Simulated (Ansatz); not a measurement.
Gas-phase electronic energies from Ansatz, PBE0-D4/def2-TZVP geometries. CCSD(T)/CBS adds triple-zeta CCSD(T) − MP2 to the extrapolated MP2 energy (def2 sets, frozen cores). This one scheme is used for every species. DFT in def2-TZVPP. B3LYP here is the variant with VWN-RPA as its local correlation; programs differ in this. HSE06 is defined as in plane-wave codes. One conformer a species, not always the lowest.

Reaction (ligand exchange at the Si–C bond): `OC[SiH2]S` + `[OH][AlH2]` → `[AlH2][O][SiH2]S` + CH₃OH

Q: Is it downhill or uphill in electronic energy at CCSD(T)/CBS, and by how much? (Estimate.)

A: Computed: Downhill: ΔE = -31.9 kcal/mol.

Q: What do these levels give: revPBE-D4, r2SCAN-D4, r2SCAN0-D4, ωB97X-V, PBE-QIDH, BLYP, B3LYP, r2SCANh, HSE06, BHLYP, CAM-B3LYP, MP2/def2-SVP? (Best estimate.)

A: The calculation gave: revPBE-D4 -27.9, r2SCAN-D4 -31.5, r2SCAN0-D4 -32.2, ωB97X-V -31.2, PBE-QIDH -31.7, BLYP -31.2, B3LYP -32.3, r2SCANh -31.8, HSE06 -30.0, BHLYP -34.4, CAM-B3LYP -32.7, MP2/def2-SVP -31.4 kcal/mol.

Largest T1 diagnostic among the species: 0.012.

From r2SCAN to r2SCAN0 (25 % exact exchange), in def2-TZVPP and without D4, ΔE moves by −0.7 kcal/mol. Leaving LDA and LC-ωPBE aside and taking each functional with its dispersion term where it has one, the values, not all of them listed here, spread over 6.7 kcal/mol, from BHLYP-D4 to revPBE-D4. LDA lies +0.8 kcal/mol from PBE without D4. In def2-TZVPP, CCSD(T) changes the Hartree–Fock value by +5.6 kcal/mol (the triples alone add +0.7 kcal/mol) and MP2 by +5.4 kcal/mol.
